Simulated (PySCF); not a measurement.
A thermochemical cycle for MgIn

r²SCAN in PySCF with def2-SVP on every atom (core potentials on In), for the lowest determinant that a PBE0 search found; no spin–orbit coupling. MgIn, a doublet (π ↑), has De = 0.52 eV to neutral atoms, and MgIn⁺, a singlet (closed shell), has De = 0.89 eV to Mg + In⁺.

At the same level the In atom ionises at 5.70 eV.

Problem. What is the adiabatic ionisation energy of the molecule, and does ionisation strengthen or weaken the bond?

Solution. IE = IE(In) + De(neutral) − De(ion) = 5.70 + 0.52 − 0.89 = 5.33 eV. De changes by +0.37 eV, so ionisation strengthens the bond.

Closed-shell solutions of metal pairs were not tested for spin polarisation, which can lower them a little. Spin–orbit coupling is left out, which matters for elements this heavy, above all for dissociation energies. For an ion De counts to the pair picked by the measured ionisation energies or electron affinities, which need not be the lowest pair at this level. States were picked by a PBE0 search and need not be the measured ground states.
